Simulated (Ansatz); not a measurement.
```xyz
14

C     1.081    1.030    1.012
C     0.798   -0.011   -0.056
C    -0.211   -1.039    0.428
O     0.413    0.637   -1.239
Sn   -1.070    0.955   -2.500
O    -2.502   -0.240   -1.828
H     1.478    0.566    1.919
H     1.808    1.757    0.647
H     0.162    1.563    1.271
H     1.738   -0.541   -0.274
H    -0.419   -1.778   -0.350
H    -1.144   -0.551    0.727
H     0.174   -1.573    1.300
H    -2.305   -0.776   -1.056
```

Total charge 0; spin multiplicity 1. Sn takes the def2 core potential.

(1) List the PBE/def2-TZVPP orbital energies in eV (Ansatz 0.2.0). (Best estimate.)

## Answers

(1) The calculation gave: Occupied: -509.70, -509.56, -270.28, -268.77, -268.54, -132.98, -89.05, -88.89, -88.79, -25.87, -25.71, -25.39, -25.31, -25.19, -24.08, -23.15, -18.92, -17.04, -14.40, -12.44, -11.55, -11.06, -10.52, -9.84, -9.44, -8.73, -8.56, -8.09, -7.16, -6.56, -6.24, -6.20. Lowest empty: -2.47, -0.67, -0.28, 0.61, 1.36, 1.50, 1.96, 2.19.
